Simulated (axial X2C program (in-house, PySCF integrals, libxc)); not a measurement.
**ZrNC⁺: properties at the nuclei**

Calculated with an in-house all-electron X2C program for linear molecules (integrals from PySCF): two-component X2C with atomic mean-field Coulomb and Gaunt terms, Gaussian nuclei, basis Zr dyall-v3z, N dyall-av3z, C dyall-v3z with contracted cores.

Zr–N–C held linear, with bonds 1.974 and 1.197 Å (near the PBE0 minimum at charge 1 of the determinant lowest at the starting distance; the state shown can have its own minimum elsewhere, held linear; other orders of the atoms were not compared).

Determinant lowest in the PBE0 search, Ω = 1 (⟨Sz⟩ = -1.00, ⟨Lz⟩ = 2.00 at PBE0), spin on the atoms Zr -1.01, N 0.00, C 0.02:

| level | Eeff magnitude (GV/cm) | Ws magnitude Zr (kHz) | A∥/gI Zr (MHz) | qzz Zr (a.u.) | A∥/gI N (MHz) | qzz N (a.u.) | A∥/gI C (MHz) | qzz C (a.u.) |
| --- | --- | --- | --- | --- | --- | --- | --- | --- |
| PBE0 | 0.161 | 0.0861 | -1230 | -1.13 | 12.6 | -0.35 | -2.92 | -1.13 |
| HF | 0.0503 | 0.049 | -1180 | -1.72 | 24.7 | -0.39 | -3.32 | -1.28 |
| TPSSh | 0.299 | 0.147 | -1160 | -1.19 | 10.8 | -0.37 | -2.3 | -1.12 |

Determinant 0.10 eV from it at PBE0 and this distance, Ω = 3 (⟨Sz⟩ = 1.00, ⟨Lz⟩ = 2.00 at PBE0), spin on the atoms Zr 1.01, N 0.00, C -0.02:

| level | Eeff magnitude (GV/cm) | Ws magnitude Zr (kHz) | A∥/gI Zr (MHz) | qzz Zr (a.u.) | A∥/gI N (MHz) | qzz N (a.u.) | A∥/gI C (MHz) | qzz C (a.u.) |
| --- | --- | --- | --- | --- | --- | --- | --- | --- |
| PBE0 | 0.186 | 0.0314 | 728 | -1.17 | -2.55 | -0.35 | 1.3 | -1.13 |
| HF | 0.0582 | 0.0143 | 673 | -1.74 | -7.08 | -0.39 | 1.07 | -1.28 |
| TPSSh | 0.32 | 0.0511 | 712 | -1.23 | -1.74 | -0.37 | 1.23 | -1.12 |

Eeff is the effective electric field on the electron electric dipole moment in this Ω state and Ws the scalar–pseudoscalar constant of the nucleus named (defined with the proton number Z and per Ω); A∥ (defined per Ω) follows by multiplying with gI = μI/(I μN); qzz is the electric field gradient, eQq0 = 234.96 MHz × Q/barn × qzz. The operators were transformed with the bare-nucleus X2C matrices; with these basis sets, hyperfine constants and field gradients can be off by tens of per cent, and where levels differ in sign neither size nor sign is settled.

(1) With gI(91Zr) = -0.5214, Q(91Zr) = -0.176 barn, Q(14N) = 0.02044 barn, gI(13C) = 1.4048 (g factors from the IAEA table of nuclear moments by Stone; Q from Pyykkö, Mol. Phys. 2018), turn the PBE0 values of the first state into constants in MHz.

The molecule was held linear; bending was not examined, so a bent shape may lie lower.

Each state is one determinant with collinear spin, which with several unpaired electrons need not be a pure state. Unrestricted Hartree–Fock can overshoot spin polarisation at the nuclei. With several open shells hyperfine constants can be off by a factor of several. Where Eeff spreads by more than a factor of two the levels disagree and none is to be relied on. Open-shell Ω = 0 determinants with evenly filled partner blocks cannot be reached by this program, so the Ω shown need not be the lowest component. The search compared states at one distance, so a state with another bond length can lie lower. Where a field gradient or hyperfine factor spreads by more than a factor of two over the levels, a constant derived from it is not to be relied on. PBE0 term energies can be off by some tenths of an eV.

## Answers

(1) A∥(91Zr) = -1230 × -0.5214 = 641 MHz; eQq0(91Zr) = 234.96 × (-0.176) × (-1.13) = 46.7 MHz; eQq0(14N) = 234.96 × (0.02044) × (-0.35) = -1.68 MHz; A∥(13C) = -2.92 × 1.4048 = -4.1 MHz.
